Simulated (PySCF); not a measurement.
PySCF run on BeBr⁺

File input.py (PySCF 2.14):

```python
from pyscf import gto, scf, solvent

mol = gto.M(
    atom='Be 0 0 0; Br 0 0 2.124',
    basis='aug-cc-pvdz',
    charge=1,
    spin=0,
    verbose=4,
)
mf = scf.RHF(mol)
mf = solvent.PCM(mf)
mf.with_solvent.eps = 32.6
mf.kernel()
mf.analyze()
print('orbital energies (hartree):', mf.mo_energy[..., max(0, mol.nelec[1]-3):mol.nelec[0]+3].round(4))
```

```bash
$ OMP_NUM_THREADS=1 python input.py
```

It prints (some set-up lines and the per-cycle HOMO/LUMO lines with their warnings removed):

```
PySCF version 2.14.0

[INPUT] verbose = 4
[INPUT] num. atoms = 2
[INPUT] num. electrons = 38
[INPUT] charge = 1
[INPUT] spin (= nelec alpha-beta = 2S) = 0
[INPUT] symmetry False subgroup None
[INPUT] Mole.unit = angstrom
[INPUT] Symbol           X                Y                Z      unit          X                Y                Z       unit  Magmom
[INPUT]  1 Be     0.000000000000   0.000000000000   0.000000000000 AA    0.000000000000   0.000000000000   0.000000000000 Bohr   0.0
[INPUT]  2 Br     0.000000000000   0.000000000000   2.124000000000 AA    0.000000000000   0.000000000000   4.013778288576 Bohr   0.0

nuclear repulsion = 34.8798538271186
number of shells = 17
number of NR pGTOs = 121
number of NR cGTOs = 59
basis = aug-cc-pvdz
ecp = {}

******** <class 'pyscf.solvent._attach_solvent.PCMRHF'> ********
method = PCMRHF
initial guess = minao
damping factor = 0
level_shift factor = 0
DIIS = <class 'pyscf.scf.diis.CDIIS'>
diis_start_cycle = 1
diis_space = 8
diis_damp = 0
SCF conv_tol = 1e-09
SCF conv_tol_grad = None
SCF max_cycles = 50
direct_scf = True
direct_scf_tol = 1e-13
******** <class 'pyscf.solvent.pcm.PCM'> (In testing) ********

WARN: PCM is an experimental feature. It is still in testing.
Features and APIs may be changed in the future.

lebedev_order = 29 (302 grids per sphere)
eps = 32.6
frozen = False
Set gradient conv threshold to 3.16228e-05
Initial guess from minao.
PCM E_diel = -0.000781275766142197
Solvent Energy = -0.000781275766142197
init E= -2586.04896766027
PCM E_diel = -0.17924738737133
Solvent Energy = -0.17924738737133
cycle= 1 E= -2586.85708611787  delta_E= -0.808  |g|= 0.197  |ddm|= 1.37
PCM E_diel = -0.17329296321684
Solvent Energy = -0.17329296321684
cycle= 2 E= -2586.88564250466  delta_E= -0.0286  |g|= 0.0649  |ddm|= 0.33
PCM E_diel = -0.177903422909463
Solvent Energy = -0.177903422909463
cycle= 3 E= -2586.88896641488  delta_E= -0.00332  |g|= 0.0225  |ddm|= 0.0901
PCM E_diel = -0.179558890967024
Solvent Energy = -0.179558890967024
cycle= 4 E= -2586.88970627176  delta_E= -0.00074  |g|= 0.0062  |ddm|= 0.0491
PCM E_diel = -0.180573317029532
Solvent Energy = -0.180573317029532
cycle= 5 E= -2586.88976674567  delta_E= -6.05e-05  |g|= 0.00177  |ddm|= 0.0172
PCM E_diel = -0.180679474936197
Solvent Energy = -0.180679474936197
cycle= 6 E= -2586.88976918445  delta_E= -2.44e-06  |g|= 0.000584  |ddm|= 0.00351
PCM E_diel = -0.180721956191821
Solvent Energy = -0.180721956191821
cycle= 7 E= -2586.88976950188  delta_E= -3.17e-07  |g|= 0.000135  |ddm|= 0.00154
PCM E_diel = -0.18071878689839
Solvent Energy = -0.18071878689839
cycle= 8 E= -2586.889769521  delta_E= -1.91e-08  |g|= 3.19e-05  |ddm|= 0.000329
PCM E_diel = -0.180715281157597
Solvent Energy = -0.180715281157597
cycle= 9 E= -2586.88976952234  delta_E= -1.34e-09  |g|= 5.33e-06  |ddm|= 9.51e-05
PCM E_diel = -0.180714487256938
Solvent Energy = -0.180714487256938
cycle= 10 E= -2586.88976952237  delta_E= -3.09e-11  |g|= 6.68e-07  |ddm|= 2.01e-05
PCM E_diel = -0.180714445720693
Solvent Energy = -0.180714445720693
Extra cycle  E= -2586.88976952236  delta_E= 5e-12  |g|= 2.48e-07  |ddm|= 1.86e-06
converged SCF energy = -2586.88976952236
**** SCF Summaries ****
Total Energy =                       -2586.889769522361348
Nuclear Repulsion Energy =              34.879853827118644
One-electron Energy =                -3663.210346528807349
Two-electron Energy =                 1041.621437625048429
Two-electron Coulomb Energy =         1133.761371821625971
DFT Exchange-Correlation Energy =      -92.139934196577542
**** MO energy ****
[8 lines left out]
MO #9   energy= -7.47703897371926  occ= 2
MO #10  energy= -4.92832987076178  occ= 2
MO #11  energy= -3.21808601686756  occ= 2
MO #12  energy= -3.2158995392238   occ= 2
MO #13  energy= -3.21589953922378  occ= 2
MO #14  energy= -3.21034838974911  occ= 2
MO #15  energy= -3.21034837498708  occ= 2
MO #16  energy= -1.01518498972123  occ= 2
MO #17  energy= -0.516559070597589 occ= 2
MO #18  energy= -0.442812060829598 occ= 2
MO #19  energy= -0.442812060829594 occ= 2
MO #20  energy= -0.0362399039318442 occ= 0
MO #21  energy= 0.0186502178264336 occ= 0
MO #22  energy= 0.0186502178264376 occ= 0
[37 lines left out]
 ** Mulliken pop on meta-lowdin orthogonal AOs  **
 ** Mulliken pop  **
pop of  0 Be 1s           1.99998
pop of  0 Be 2s           0.29519
pop of  0 Be 3s           0.00876
pop of  0 Be 4s           0.00303
pop of  0 Be 2px          0.01475
pop of  0 Be 2py          0.01475
pop of  0 Be 2pz          0.03979
pop of  0 Be 3px          0.00186
pop of  0 Be 3py          0.00186
pop of  0 Be 3pz          0.01573
pop of  0 Be 4px          0.00017
pop of  0 Be 4py          0.00017
[47 lines left out]
 ** Mulliken atomic charges  **
charge of    0Be =      1.59872
charge of    1Br =     -0.59872

WARN: System has nonzero charge 1; the dipole moment is origin-dependent.
Location of origin: [0. 0. 0.]

Dipole moment(X, Y, Z, Debye):  0.00000,  0.00000, -4.56852
orbital energies (hartree): [-0.5166 -0.4428 -0.4428 -0.0362  0.0187  0.0187]
```

In short: E(SCF) = -2586.889770 Eh, 10 cycles.

Hardware: Arm Neoverse V1, 1 thread, shared host. Wall time 3.6 s.

Stability towards an unrestricted solution was not tested. The bond length is a typed value, not an optimised one. The dipole of an ion depends on the origin.
